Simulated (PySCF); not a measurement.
Correlation energy of O²⁺ (oxygen, charge +2)

[He] 2s2 2p2, high-spin 3P determinant. All numbers are calculated (PySCF 2.14, the non-relativistic Hamiltonian (point nucleus), in aug-cc-pVDZ (4s3p2d, 23 functions)). Frozen: 1s2; 4 electrons correlated.

MP2 pair energies summed by pair of shells (mhartree):

```
 pair  energy  share (%)
2s-2p  -32.70       58.0
2s-2s  -18.89       33.5
2p-2p   -4.75        8.4
```

Total MP2 correlation energy: -56.33 mhartree.

Same-spin part -7.94 and opposite-spin part -48.39 mhartree; SCS-MP2 scales them by 1/3 and 6/5 to -60.72 mhartree.

| level | correlation energy (mhartree) |
| --- | --- |
| CCSD | -79.02 |
| (T) | -0.66 |
| CCSD(T) | -79.68 |

Diagnostics: T1 = 0.0047, D1 = 0.0094, largest double amplitude 0.124.

Cost of the coupled-cluster step: 0.16 s of wall time on 1 thread of Neoverse-V1 (shared host), for 4 correlated electrons.

Iterations:

```
CC2 = 0
CCSD nocc = (np.int64(3), np.int64(1)), nmo = (22, 22)
frozen orbitals [[0], [0]]
max_cycle = 100
direct = 0
conv_tol = 1e-08
conv_tol_normt = 1e-06
diis_space = 8
diis_start_cycle = 0
Init t2, MP2 energy = -0.0563300386755718
Init E_corr(UCCSD) = -0.0563300386758209
cycle = 1  E_corr(UCCSD) = -0.0708491105527557  dE = -0.0145190719  norm(t1,t2) = 0.03862
cycle = 2  E_corr(UCCSD) = -0.0755689534632808  dE = -0.00471984291  norm(t1,t2) = 0.0171489
cycle = 3  E_corr(UCCSD) = -0.0790920229127225  dE = -0.00352306945  norm(t1,t2) = 0.00835432
cycle = 4  E_corr(UCCSD) = -0.0790085886634322  dE = 8.34342493e-05  norm(t1,t2) = 0.000847106
cycle = 5  E_corr(UCCSD) = -0.0790245415885257  dE = -1.59529251e-05  norm(t1,t2) = 0.000108722
cycle = 6  E_corr(UCCSD) = -0.0790206033645709  dE = 3.93822395e-06  norm(t1,t2) = 1.46765e-05
cycle = 7  E_corr(UCCSD) = -0.0790222011656359  dE = -1.59780106e-06  norm(t1,t2) = 3.50896e-06
cycle = 8  E_corr(UCCSD) = -0.0790218166917183  dE = 3.84473918e-07  norm(t1,t2) = 9.70162e-07
cycle = 9  E_corr(UCCSD) = -0.0790217940002468  dE = 2.26914715e-08  norm(t1,t2) = 8.30113e-08
cycle = 10  E_corr(UCCSD) = -0.0790218009924552  dE = -6.99220844e-09  norm(t1,t2) = 1.73019e-08
UCCSD converged
E(UCCSD) = -73.16246598309783  E_corr = -0.0790218009924552
UCCSD(T) correction = -0.000659987403595117
```
